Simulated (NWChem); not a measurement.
System: C₂, singlet; SMILES [C]=[C]

NWChem input:

```
start job
memory heap 200 mb stack 700 mb global 900 mb
geometry units angstroms noautosym nocenter noautoz
  C      0.000000     0.000000    -0.623086
  C      0.000000     0.000000     0.623086
end
basis spherical
  C library 6-31g*
end
dft
  xc m06-2x
  iterations 150
end
cosmo
  do_cosmo_smd true
  solvent water
end
task dft energy
```

Excerpt of the output:

```
             Northwest Computational Chemistry Package (NWChem) 7.3.0
             --------------------------------------------------------

                             Geometry "geometry" -> ""
                             -------------------------

 Output coordinates in angstroms (scale by  1.889725989 to convert to a.u.)

  No.       Tag          Charge          X              Y              Z
 ---- ---------------- ---------- -------------- -------------- --------------
    1 C                    6.0000     0.00000000     0.00000000    -0.62308600
    2 C                    6.0000     0.00000000     0.00000000     0.62308600

 Effective nuclear repulsion energy (a.u.)      15.2871200476

                                 NWChem DFT Module
                                 -----------------

 Summary of "ao basis" -> "ao basis" (spherical)
 ------------------------------------------------------------------------------
       Tag                 Description            Shells   Functions and Types
 ---------------- ------------------------------  ------  ---------------------
 C                           6-31g*                  6       14   3s2p1d

 in cosmo_initialize ...
 calling solv_data for solv:h2o

 solvent parameters
 solvname_short: h2o
 solvname_long:  water
 dielec:       78.4000
 dielecinf:     1.7769
 aqueous SMD model solvent descriptors
 dielec:       78.4000
 sola:          0.8200

          ---------------
          -cosmo- solvent
          ---------------
 Cosmo: York-Karplus, doi: 10.1021/jp992097l
 dielectric constant -eps-     =  78.40
 screen = (eps-1)/(eps    )    =   0.98724
 surface charge correction     = lagrangian

   van der Waals surface
 --------------------------

 ---------- ATOMIC COORDINATES (A.U.) ------------ VDWR(ANG.) --
     1    0.00000000    0.00000000   -1.17746181     1.850
     2    0.00000000    0.00000000    1.17746181     1.850
 number of segments per atom =        128
 number of   points per atom =        128
 atom (   nspa,  nppa )
 ----------------------
    1 (     92,     0 )       0
    2 (     92,     0 )       0
 number of -cosmo- surface points =      184
 molecular surface =     61.402 angstrom**2
 molecular volume  =     39.386 angstrom**3
 -lineq- algorithm             =   0
 -bem- low  level              =   3
 -bem- from -octahedral-
 gaussian surface charge width =   4.50000
 degree of switching           =   1.00000
 switching function tolerance  =   0.00010
 atomic radii =
 --------------
    1  6.000  1.850
    2  6.000  1.850
 ...... end of -cosmo- initialization ......

 nat:                     2
 ixmem:                   309
 calling mnsol_interface()
 G(SMD-CDS) energy (kcal/mol)  =     5.576
 SMD-CDS SASA (angstrom**2)    =    71.861

[...]

                                COSMO-SMD solvation results
                                ---------------------------

             internal energy in gas <Psi(g)|H|Psi(g)> =       -75.844110798734
         internal energy in solvent <Psi(s)|H|Psi(s)> =       -75.843997749415
                               delta internal energy  =         0.000113049319 (    0.07 kcal/mol)
   total free energy in solvent <Psi(s)|H+V/2|Psi(s)> =       -75.846007062886
 polarization energy contribution <Psi(s)|V/2|Psi(s)> =        -0.002009313471 (   -1.26 kcal/mol)
    total free energy in solvent including G(SMD-CDS) =       -75.837121771713
                       G(SMD-CDS) energy contribution =         0.008885291173 (    5.58 kcal/mol)
     1 M fixed-concentration free energy of solvation =         0.006989027022 (    4.39 kcal/mol)

                       DFT Final Molecular Orbital Analysis
                       ------------------------------------

 Vector    4  Occ=2.000000D+00  E=-4.506584D-01
              MO Center=  4.6D-14, -4.3D-16,  1.6D-05, r^2= 1.8D+00
   Bfn.  Coefficient  Atom+Function         Bfn.  Coefficient  Atom+Function
  ----- ------------  ---------------      ----- ------------  ---------------
     6      0.427950  1 C  s                 20     -0.427951  2 C  s
     2      0.309610  1 C  s                 16     -0.309612  2 C  s
     5     -0.207287  1 C  pz                19     -0.207301  2 C  pz
     1     -0.145505  1 C  s                 15      0.145505  2 C  s
     9     -0.127432  1 C  pz                23     -0.127436  2 C  pz

 Vector    5  Occ=2.000000D+00  E=-3.828900D-01
              MO Center=  9.0D-15, -7.9D-15,  8.4D-06, r^2= 1.2D+00
   Bfn.  Coefficient  Atom+Function         Bfn.  Coefficient  Atom+Function
  ----- ------------  ---------------      ----- ------------  ---------------
     4      0.434513  1 C  py                18      0.434522  2 C  py
     8      0.242097  1 C  py                22      0.242100  2 C  py
    11      0.028919  1 C  d -1              25     -0.028918  2 C  d -1

 Vector    6  Occ=2.000000D+00  E=-3.828900D-01
              MO Center= -9.6D-13,  8.0D-15,  8.4D-06, r^2= 1.2D+00
   Bfn.  Coefficient  Atom+Function         Bfn.  Coefficient  Atom+Function
  ----- ------------  ---------------      ----- ------------  ---------------
     3      0.434513  1 C  px                17      0.434522  2 C  px
     7      0.242097  1 C  px                21      0.242100  2 C  px
    13     -0.028919  1 C  d  1              27      0.028918  2 C  d  1

 Vector    7  Occ=0.000000D+00  E=-2.020368D-01
              MO Center=  9.4D-13, -1.8D-16, -2.0D-05, r^2= 1.7D+00
   Bfn.  Coefficient  Atom+Function         Bfn.  Coefficient  Atom+Function
  ----- ------------  ---------------      ----- ------------  ---------------
     5      0.448627  1 C  pz                19     -0.448628  2 C  pz
     6     -0.339779  1 C  s                 20     -0.339764  2 C  s
     9      0.237076  1 C  pz                23     -0.237073  2 C  pz
     2     -0.046876  1 C  s                 16     -0.046870  2 C  s
     1      0.040344  1 C  s                 15      0.040341  2 C  s

[...]
```

Level: M06-2X/6-31G* (spherical d), SMD on the gas-phase geometry. Low-valent species are run as closed-shell singlets; no triplet was tried in these runs. Geometry: optimised at PBE0-D3(BJ)/def2-TZVP. Solvent: water.
